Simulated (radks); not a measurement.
The gold anion Au-, [Hg], held by a Watson sphere: a shell of charge +1 at radius R that stands for the Madelung well of a crystal (potential energy -1/R inside, -1/r outside, in hartree with lengths in bohr). Method: scalar-relativistic Kohn-Sham, LDA (Slater exchange, Perdew-Wang correlation), spin-unpolarised, spherical densities, point nucleus; computed with a radial shooting solver on a logarithmic mesh with Libxc functionals. Response by self-consistent Sternheimer equations with the Hartree and adiabatic LDA kernel, the relativistic mass of each level held fixed and spin-orbit coupling left out. The sphere does not respond.

R (bohr) = 2.85: e(5p) (eV) -60.220; e(5d) (eV) -7.434; e(6s) (eV) -6.872; <r> 6s (bohr) 2.831; sum of <r^2> (bohr^2) 70.08; X-ray form factor at sin(theta)/lambda = 0.1 1/angstrom 75.558; alpha (bohr^3) 43.23
R (bohr) = 3.09: e(5p) (eV) -59.925; e(5d) (eV) -7.107; e(6s) (eV) -6.634; <r> 6s (bohr) 2.871; sum of <r^2> (bohr^2) 70.98; X-ray form factor at sin(theta)/lambda = 0.1 1/angstrom 75.524; alpha (bohr^3) 46.01
R (bohr) = 3.82: e(5p) (eV) -59.114; e(5d) (eV) -6.229; e(6s) (eV) -5.879; <r> 6s (bohr) 2.981; sum of <r^2> (bohr^2) 73.30; X-ray form factor at sin(theta)/lambda = 0.1 1/angstrom 75.447; alpha (bohr^3) 55.06
R (bohr) = 4.41: e(5p) (eV) -58.543; e(5d) (eV) -5.632; e(6s) (eV) -5.309; <r> 6s (bohr) 3.051; sum of <r^2> (bohr^2) 74.74; X-ray form factor at sin(theta)/lambda = 0.1 1/angstrom 75.407; alpha (bohr^3) 62.41
R (bohr) = 6.55: e(5p) (eV) -57.025; e(5d) (eV) -4.087; e(6s) (eV) -3.766; <r> 6s (bohr) 3.191; sum of <r^2> (bohr^2) 77.69; X-ray form factor at sin(theta)/lambda = 0.1 1/angstrom 75.351; alpha (bohr^3) 84.50
R (bohr) = 6.58: e(5p) (eV) -57.008; e(5d) (eV) -4.071; e(6s) (eV) -3.750; <r> 6s (bohr) 3.192; sum of <r^2> (bohr^2) 77.71; X-ray form factor at sin(theta)/lambda = 0.1 1/angstrom 75.350; alpha (bohr^3) 84.74
R (bohr) = 6.65: e(5p) (eV) -56.971; e(5d) (eV) -4.033; e(6s) (eV) -3.712; <r> 6s (bohr) 3.195; sum of <r^2> (bohr^2) 77.76; X-ray form factor at sin(theta)/lambda = 0.1 1/angstrom 75.350; alpha (bohr^3) 85.29
